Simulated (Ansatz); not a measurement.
Cartesian coordinates in Å:
```
F 1.274 -1.403 0.747
C -0.077 -1.630 0.436
Al -0.902 0.038 -0.260
Ga 0.600 2.049 -0.408
H -0.567 -2.000 1.346
H -0.114 -2.456 -0.286
H -2.443 -0.043 -0.665
H 1.458 2.374 -1.692
H 0.770 3.070 0.784
```

Charge 0, multiplicity 1.

Question: List the CAM-B3LYP/def2-TZVPP orbital energies in eV (the Gaussian-basis code of Ansatz). (Estimate.)

Answer: Computed: Occupied: -10139.53, -1526.50, -1251.21, -1108.51, -1108.40, -1108.39, -672.98, -280.18, -151.46, -114.56, -104.98, -104.65, -104.65, -75.31, -75.09, -75.08, -34.32, -24.73, -24.60, -24.59, -24.45, -24.38, -20.60, -15.03, -14.90, -14.66, -13.79, -12.01, -11.24, -9.78, -9.39, -8.23. Lowest empty: -1.13, -0.90, 1.09, 1.58, 2.59, 3.07, 3.15, 3.26.
